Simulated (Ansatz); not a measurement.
Geometry optimisation, RKS PBE/def2-SVP (Ansatz).

Input:

```yaml
crystal:
  periodic: [false, false, false]
  atoms:
    - { symbol: Ti, position_ang: [-0.170457, -0.136626, 0.030205] }
    - { symbol: O, position_ang: [-0.175115, -0.247628, 1.91802] }
    - { symbol: H, position_ang: [-0.855581, 0.243819, 2.413655] }
    - { symbol: O, position_ang: [1.529114, -0.113489, -0.574665] }
    - { symbol: H, position_ang: [2.049045, -0.889064, -0.852088] }
    - { symbol: O, position_ang: [-1.087131, 1.292678, -0.566034] }
    - { symbol: H, position_ang: [-1.931188, 1.275042, -1.051146] }
    - { symbol: O, position_ang: [-0.994433, -1.629336, -0.540348] }
    - { symbol: H, position_ang: [-1.255231, -2.412024, -0.024673] }
    - { symbol: Br, position_ang: [1.804568, 2.660632, 1.573732] }
    - { symbol: H, position_ang: [1.299708, 1.366495, 2.158143] }
basis:
  gaussian: { orbitals: def2-SVP }
hamiltonian:
  xc: pbe
relax:
  f_tol: 0.03
  max_steps: 50
```

Run as:

```bash
$ ansatz run input.yaml --threads 4 --pin off --max-ram 5120MiB --backend cpu --events-out ev --progress --plain --runs-dir out
```

Q: Where does it end, and by what steps?

A: The run converged. After 36 steps the energy has fallen by 0.450 eV; Br10 moved furthest, 2.22 Å.

| step | energy less start (eV) | largest force component (eV/Å) | accepted |
| --- | --- | --- | --- |
| 0 | 0.0000 | 0.940 | yes |
| 2 | -0.1402 | 0.489 | yes |
| 4 | -0.1950 | 0.191 | yes |
| 6 | -0.2219 | 0.219 | yes |
| 8 | -0.2395 | 0.219 | yes |
| 10 | -0.2525 | 0.234 | yes |
| 12 | -0.2693 | 0.181 | yes |
| 14 | -0.2811 | 0.264 | yes |
| 16 | -0.3023 | 0.429 | yes |
| 18 | -0.3358 | 0.677 | yes |
| 20 | -0.3678 | 0.301 | yes |
| 22 | -0.3873 | 0.099 | yes |
| 24 | -0.3991 | 0.931 | yes |
| 26 | -0.4326 | 0.412 | no |
| 28 | -0.4398 | 0.308 | no |
| 30 | -0.4473 | 0.067 | yes |
| 32 | -0.4486 | 0.157 | yes |
| 34 | -0.4494 | 0.042 | yes |
| 36 | -0.4499 | 0.020 | yes |

```xyz
11
Properties=species:S:1:pos:R:3
Ti -0.420 -0.035 -0.066
O -0.351 0.910 1.572
H -0.647 1.839 1.633
O 1.248 0.052 -0.680
H 1.995 0.172 -0.039
O -1.538 0.760 -1.228
H -2.406 0.436 -1.529
O -0.915 -1.727 0.267
H -0.406 -2.554 0.205
Br 2.588 0.701 2.273
H 1.065 0.857 2.078
```

Whether the end is a true minimum wasn't checked by a vibrational analysis.

The run took 90 s on 4 threads of Arm Neoverse V1, on a shared host, peak memory 0.24 GiB.
